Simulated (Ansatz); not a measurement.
Be9O9. Total charge 0; singlet. Geometry r2SCAN-D4/def2-SVP; atoms count from 1.

Cartesian coordinates in Å:
```
Be -0.519 1.140 3.812
Be -1.085 3.218 2.120
Be -1.150 3.787 -0.560
Be 0.863 -2.317 -3.155
Be -0.678 2.589 -2.980
Be 0.119 0.178 -4.006
Be 0.966 -3.394 1.882
Be 1.196 -3.726 -0.829
Be 0.289 -1.475 3.717
O -1.012 3.524 -1.956
O 0.544 -1.183 -3.960
O -0.128 -0.186 4.164
O -1.234 3.871 0.861
O 1.140 -3.341 -2.202
O 1.195 -3.935 0.582
O 0.692 -2.693 3.094
O -0.886 2.411 3.280
O -0.311 1.531 -3.863
```

The structure comes from a short search, and lower isomers may exist.

(1) Estimate the Mulliken populations from the PBE0/def2-TZVP orbitals of Ansatz.

(2) And the Mayer bond orders between heavy atoms (over 0.3)?

Answers

(1) 
| atom | charge (e) |
| --- | --- |
| Be1 | 0.08 |
| Be2 | 0.08 |
| Be3 | 0.08 |
| Be4 | 0.08 |
| Be5 | 0.08 |
| Be6 | 0.08 |
| Be7 | 0.08 |
| Be8 | 0.08 |
| Be9 | 0.08 |
| O10 | -0.08 |
| O11 | -0.08 |
| O12 | -0.08 |
| O13 | -0.08 |
| O14 | -0.08 |
| O15 | -0.08 |
| O16 | -0.08 |
| O17 | -0.08 |
| O18 | -0.08 |
Mulliken values depend strongly on the basis.

(2) Be1–O12 1.34 (1.43 Å); Be1–O17 1.34 (1.43 Å); Be2–O13 1.34 (1.43 Å); Be2–O17 1.34 (1.43 Å); Be3–O10 1.34 (1.43 Å); Be3–O13 1.34 (1.43 Å); Be4–O11 1.34 (1.43 Å); Be4–O14 1.34 (1.43 Å); Be5–O10 1.34 (1.43 Å); Be5–O18 1.34 (1.43 Å); Be6–O11 1.34 (1.43 Å); Be6–O18 1.34 (1.43 Å); Be7–O15 1.34 (1.43 Å); Be7–O16 1.34 (1.43 Å); Be8–O14 1.34 (1.43 Å); Be8–O15 1.34 (1.43 Å); Be9–O12 1.34 (1.43 Å); Be9–O16 1.34 (1.43 Å).
